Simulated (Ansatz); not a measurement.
C7H17N, SMILES `CC(C)NC(C)(C)C`, relaxed with RKS PBE0-D4/def2-TZVP in Ansatz 0.2.0 from a PBE-D4/def2-SVP geometry. The force threshold is 0.005 eV/Å; the program also tests the step.

Total charge 0; spin multiplicity 1.

Start:

```xyz
25

C     0.836   -1.790   -1.032
C     0.461   -1.330    0.392
C    -0.065   -2.514    1.214
N    -0.518   -0.251    0.502
C    -0.281    1.112   -0.008
C    -0.511    1.257   -1.534
C     1.143    1.567    0.348
C    -1.294    2.017    0.722
H     1.517   -2.666   -1.001
H     1.351   -0.994   -1.605
H    -0.071   -2.086   -1.602
H     1.392   -0.976    0.886
H    -0.305   -2.191    2.246
H     0.674   -3.340    1.258
H    -0.993   -2.924    0.760
H    -1.441   -0.579    0.192
H    -0.423    2.316   -1.855
H    -1.530    0.910   -1.807
H     0.216    0.666   -2.123
H     1.334    1.440    1.433
H     1.273    2.638    0.096
H     1.915    1.000   -0.210
H    -1.139    1.959    1.817
H    -2.334    1.687    0.511
H    -1.205    3.074    0.398
```

Problem. By how much does the energy fall, and how many steps does the optimiser take? (Best estimate.)

Solution. Computed: 9.56 kJ/mol, in 5 steps.

Problem. Which bonds change most? (Best estimate.)

Solution. The calculation gave: C2–H12 from 1.112 to 1.095 Å; C6–H19 from 1.107 to 1.090 Å; C1–H10 from 1.107 to 1.091 Å; C1–H9 from 1.110 to 1.094 Å.

Problem. Give the relaxed structure. (Estimate.)

Solution. The calculation gave: 
```xyz
25

C     0.837   -1.761   -1.016
C     0.461   -1.315    0.398
C    -0.068   -2.500    1.192
N    -0.518   -0.249    0.509
C    -0.281    1.099   -0.007
C    -0.515    1.236   -1.518
C     1.132    1.548    0.340
C    -1.280    2.005    0.711
H     1.499   -2.631   -0.978
H     1.358   -0.979   -1.569
H    -0.055   -2.041   -1.584
H     1.373   -0.967    0.894
H    -0.299   -2.201    2.216
H     0.659   -3.315    1.216
H    -0.985   -2.889    0.737
H    -1.428   -0.577    0.207
H    -0.424    2.281   -1.830
H    -1.523    0.900   -1.778
H     0.196    0.652   -2.101
H     1.319    1.436    1.411
H     1.260    2.601    0.079
H     1.889    0.979   -0.204
H    -1.116    1.968    1.789
H    -2.305    1.677    0.515
H    -1.190    3.040    0.371
```
